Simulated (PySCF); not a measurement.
**Continuum solvent and chemical shifts**

Atoms are numbered as in `[N:1]#[C:2][C@@H:3]1[CH2:4][SiH2:5][CH2:6][CH2:7][O:8]1` (H(Xn): hydrogen on atom n). Ha(C4), Ha(Si5), Ha(C6), Ha(C7) are cis to C2 on the ring; Hb(C4), Hb(Si5), Hb(C6), Hb(C7) are trans to C2 on the ring.

GIAO PBE0/pcSseg-1 in PySCF 2.14 on one PBE0-D3(BJ)/def2-SVP conformer, non-relativistic, equivalent nuclei averaged. Solvents enter as an IEF-PCM continuum (chloroform with ε = 4.7, water with ε = 78.4) around the gas-phase geometry. Shifts are referred to TMS computed in the same medium.

In chloroform, δ in ppm: C2 128.1, C7 70.5, C3 67.6, C4 15.5, C6 9.5, Si5 -46.1, Ha(C7) 4.40, Ha(Si5) 4.18, Hb(Si5) 4.16, H(C3) 4.09, Hb(C7) 3.44, Ha(C4) 1.37, Ha(C6) 1.17, Hb(C4) 1.03. Dipole moment 5.73 D.

**Question.** How does each δ change in the more polar medium?

**Answer.** 
```csv
atoms,environment,"Δδ, water"
C2,nitrile carbon,+1.8
C7,sp3 CH2 bonded to O,+0.3
C3,"sp3 CH bonded to O, α to a nitrile",+0.4
C4,sp3 CH2 bonded to Si,+0.2
C6,sp3 CH2 bonded to Si,+0.3
Si5,"silicon bonded to 2 C, 2 H, in a 6-membered ring",+0.1
Ha(C7),hydrogen on an sp3 CH2 bonded to O,-0.01
Ha(Si5),"hydrogen on a silicon bonded to 2 C, in a 6-membered ring",-0.04
Hb(Si5),"hydrogen on a silicon bonded to 2 C, in a 6-membered ring",-0.01
H(C3),"hydrogen on an sp3 CH bonded to O, α to a nitrile",+0.18
Hb(C7),hydrogen on an sp3 CH2 bonded to O,+0.11
Ha(C4),hydrogen on an sp3 CH2 bonded to Si,+0.01
Ha(C6),hydrogen on an sp3 CH2 bonded to Si,0.00
Hb(C4),hydrogen on an sp3 CH2 bonded to Si,+0.09
```

Changes are relative to chloroform. The dipole moment becomes 6.08 D in water.

**Question.** Which nuclei move most (in ppm), and what does the model miss?

**Answer.** C2 (nitrile carbon, +1.8 ppm) in water. A continuum only polarises the solute; specific hydrogen bonds, the anisotropy of aromatic solvents and changes of geometry or conformer are outside it.
